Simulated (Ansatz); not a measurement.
`F[Si]1(Br)BC1` at its PBE0-D4/def2-TZVP geometry, where that method's forces vanish. Charge 0, multiplicity 1.

```xyz
8

F     1.3919   -0.5316   -1.6428
Si    0.4093   -0.8297   -0.4260
Br    1.4475   -2.3329    0.7971
B    -1.2387   -0.0109   -0.0519
C    -0.1686    0.9847    0.2273
H    -2.2382   -0.2630    0.5331
H     0.5940    1.2992   -0.4981
H    -0.1973    1.6843    1.0612
```

Question: What forces (eV/Å) does B3LYP-D4/def2-TZVPP give on these atoms in Ansatz? (Estimate.)

Answer: The calculation gave: 
```
F1   0.126  0.039 -0.173
Si2 -0.169 -0.120 -0.034
Br3  0.115 -0.175  0.146
B4  -0.095  0.030  0.079
C5   0.016  0.214  0.006
H6   0.114  0.024 -0.070
H7  -0.106  0.031  0.094
H8  -0.001 -0.043 -0.048
```

B3LYP here is the variant with VWN-RPA as its local correlation; programs differ in this.
